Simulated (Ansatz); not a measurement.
`[F][Ti]([F])([Cl])[SeH]` + HBr → `[F][Ti]([F])([Cl])[Br]` + H₂Se at 700 K and 1 bar (ligand exchange at a Ti–Se bond).

Calculated with Ansatz (gas phase, PBE0-D4/def2-TZVP geometries, no zero-point term in ΔE). CCSD(T)/CBS is the MP2 limit (def2-TZVPP, def2-QZVPP) plus CCSD(T) − MP2 in def2-TZVPP, frozen cores. For Br, Se, Ti outer-core shells are correlated without core-valence functions, which leaves a few kJ/mol of doubt a bond. Scalar relativity is left out up to krypton. One conformer a species, not always the lowest.

| species | CCSD(T)/CBS energy (Eh) | H − E (kJ/mol) | S (J/(mol·K)) |
| --- | --- | --- | --- |
| `[F][Ti]([F])([Cl])[SeH]` | -3909.82967 | 105.8 | 477.3 |
| HBr | -2573.91920 | 36.5 | 223.7 |
| `[F][Ti]([F])([Cl])[Br]` | -4081.86855 | 79.1 | 445.7 |
| H₂Se | -2401.89790 | 61.1 | 251.1 |

H − E and S are ideal-gas, rigid-rotor, harmonic terms from PBE0-D4/def2-TZVP, for one conformer and one mirror image of each species. 1 Eh = 2625.50 kJ/mol, R = 8.31446 J/(mol·K).

Q: By hand: ΔE, ΔH, ΔS and ΔG.

A: ΔE = (-4081.86855) + (-2401.89790) − (-3909.82967) − (-2573.91920) = -0.01758 Eh = -46.2 kJ/mol. Δ(H − E) = 79.1 + 61.1 − 105.8 − 36.5 = -2.1, so ΔH = -48.3 kJ/mol. ΔS = 445.7 + 251.1 − 477.3 − 223.7 = -4.2 J/(mol·K). ΔG = -48.3 − 700 × (-4.2)/1000 = -45.4 kJ/mol.

Q: By hand: the equilibrium constant, and the temperature at which ΔG would vanish if ΔH and ΔS stayed fixed.

A: log₁₀ K = −ΔG/(RT ln 10) = 3.4. ΔG = 0 at ΔH/ΔS = 11500 K, far beyond where these terms or the molecules hold.

The number of gas molecules stays the same, so ΔS is small and ΔH decides. A doubt of 5 kJ/mol in ΔE shifts log₁₀ K by 0.4 here. Other conformers and mirror images would add mixing entropy, several J/(mol·K) or more a flexible species. These are equilibria of isolated gas molecules and say nothing of rates. Largest T1 diagnostic: 0.024 (customary marks: 0.02 for closed shells, 0.045 for open ones).
